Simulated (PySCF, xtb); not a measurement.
ZrO2, SMILES [Zr](=[O])=[O], multiplicity 1.

xtb 6.7.1 with GFN2-xTB at its own geometry gives an orbital gap of 2.07 eV and a dipole moment of 9.82 D.

The structure is a stationary point at B3LYP-D3(BJ)/def2-TZVP. The spin state was assumed, not searched. The isomer is the one that the SMILES or the coordinates give; other isomers of the formula were not compared. The def2 effective core potentials stand for the cores of Zr; spin–orbit coupling is left out.

Question: What does PySCF with PBE/def2-TZVPD give? (The exact figures need the calculation; the answer reports its results.)

Answer: gap 1.75 eV (levels -5.38 and -3.63 eV), dipole 7.36 D.
